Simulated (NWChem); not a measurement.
Molecule: GeSiNH$_{7}$; SMILES N[SiH2][GeH3]

```xyz
10

Si    -0.5882     1.1951    -0.0001
N      0.7363     2.3464    -0.0002
Ge     0.0770    -1.1185     0.0000
H     -1.4170     1.4526    -1.2304
H     -1.4159     1.4525     1.2309
H      1.3344     2.3589    -0.8323
H      1.3312     2.3619     0.8342
H      0.9389    -1.4411    -1.2554
H     -1.1171    -2.1158     0.0151
H      0.9631    -1.4323     1.2408
```
Atoms are numbered in this order, from 1.

Geometry: optimised at PBE-D3(BJ)/def2-SVP.

List the 6 lowest vertical singlet excitations from PBE/6-31G* (spherical d), full TDDFT (NWChem).


```json
[
 {"state": "S1", "energy (eV)": "5.23", "oscillator strength": "0.014", "leading excitation (squared amplitude)": "HOMO → LUMO (0.96)"},
 {"state": "S2", "energy (eV)": "6.09", "oscillator strength": "0.007", "leading excitation (squared amplitude)": "HOMO → LUMO+2 (0.98)"},
 {"state": "S3", "energy (eV)": "6.36", "oscillator strength": "0.234", "leading excitation (squared amplitude)": "HOMO → LUMO+1 (0.86)"},
 {"state": "S4", "energy (eV)": "6.99", "oscillator strength": "0.006", "leading excitation (squared amplitude)": "HOMO → LUMO+3 (0.83)"},
 {"state": "S5", "energy (eV)": "7.21", "oscillator strength": "0.149", "leading excitation (squared amplitude)": "HOMO−1 → LUMO (0.75)"},
 {"state": "S6", "energy (eV)": "7.32", "oscillator strength": "0.003", "leading excitation (squared amplitude)": "HOMO−2 → LUMO (0.97)"}
]
```
